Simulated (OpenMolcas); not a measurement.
Pt4+ with 6 ligands (fluoride) in octahedral coordination (Oh) at 1.94 Å. A charge of +0.333 e stands 3.2 Å behind each ligand. Ligand basis ANO-RCC-VDZP.

```json
{
 "Program": "OpenMolcas 26.06",
 "Method": "CASSCF",
 "Basis": "ANO-RCC-VDZP [7s6p4d2f]",
 "Scalar Hamiltonian": "DKH2, point nucleus",
 "Active space": "6 electrons in 5 orbitals (5d)",
 "State averaging": "2S+1 = 5 even, 5 roots; 2S+1 = 3 even, 45 roots; 2S+1 = 1 even, 50 roots",
 "Spin-orbit coupling": "RASSI with atomic mean-field integrals over the reference wave functions"
}
```

Task: What is the spin-free ground state (labels of O, the rotations of Oh)?

Result: 1A1, 1-fold in its orbital part; d6 allows 2S+1 = 5, so this is a state of lower spin.

Task: Where is the first state of the same spin?

Result: 1T1 at 29100 cm-1 above the ground state.

Task: What are the lowest two levels with spin-orbit coupling?

Result: A 1-fold level, then a 2-fold level 21376 cm-1 above it. Their leading multiplicities are 1 (86 %) and 3 (90 %).

Task: What is χT at 300 K?

Result: 0.02 cm3 K/mol.

Task: Which ligand-field parameters describe the states?

Result: A least-squares ligand-field fit to the states below 45000 cm-1, each weighted by its degeneracy and with a free common offset, gives 10Dq = 30334 cm-1, B = 737 cm-1 and C = 2492 cm-1 (C/B = 3.38), with an rms deviation of 282 cm-1. The same method and metal basis give the free ion B = 931 cm-1 (fit to its terms below 60000 cm-1, rms deviation 21 cm-1), so the nephelauxetic ratio is β = 737 / 931 = 0.79; it hangs on how both fits weigh the states, and computed free-ion B values tend to be too large, so β mixes covalency with correlation.

Without dynamic correlation the repulsion within the d shell is too large (B by tens of per cent), so at a given field states of lower spin stand too high. The least metal-like active orbital is 69 % on the metal (Löwdin) and no ligand orbital is active, so the numbers are rough, and ground spin, moment and any spin crossover can be artefacts of this space; highly charged d ions in such sites are as a rule low spin. With metal d orbitals alone the field can be off either way by tens of per cent. Ligand-to-metal charge-transfer states are missing. With no ligand orbital active B as a rule stays too high, so bands that hang on it stand too high and its fall with covalency is understated. No measured value stands beside these numbers; the geometry was imposed, not optimised, and the real ion may take another.
